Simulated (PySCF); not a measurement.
C2BrCl3, SMILES ClC(Cl)=C(Cl)Br.

Geometry optimised at B3LYP-D3(BJ)/def2-SVP.

The numbers are results of B3LYP-D3(BJ)/def2-SVP (PySCF), not measurements.

Frequencies are harmonic and unscaled.

Computed vibrational spectrum:
```
mode  ν (cm⁻¹)  IR (km/mol)  Raman (Å⁴/amu)  depolarisation  moving atoms (share of kinetic energy)
----  --------  -----------  --------------  --------------  --------------------------------------
1           87          0.0             0.1            0.75                        Cl 87 %, Br 13 %
2          156          0.6             0.4            0.55                        Cl 64 %, Br 31 %
3          217          0.3             4.1            0.67                        Cl 88 %, Br 10 %
4          266          0.0             2.0            0.30                        Cl 58 %, Br 37 %
5          276          0.9             0.0               –                         C 87 %, Cl 12 %
6          316          0.1             3.2            0.71                         Cl 84 %, C 10 %
7          417          0.1            13.5            0.17                                 Cl 90 %
8          513          0.1             2.7            0.75                                  C 97 %
9          743         71.6             0.3            0.22                         C 76 %, Cl 21 %
10         873        172.8             0.1            0.57                         C 81 %, Cl 18 %
11         965          6.9             0.2            0.33                                  C 93 %
12        1619          3.0            51.6            0.28                                 C 100 %
```
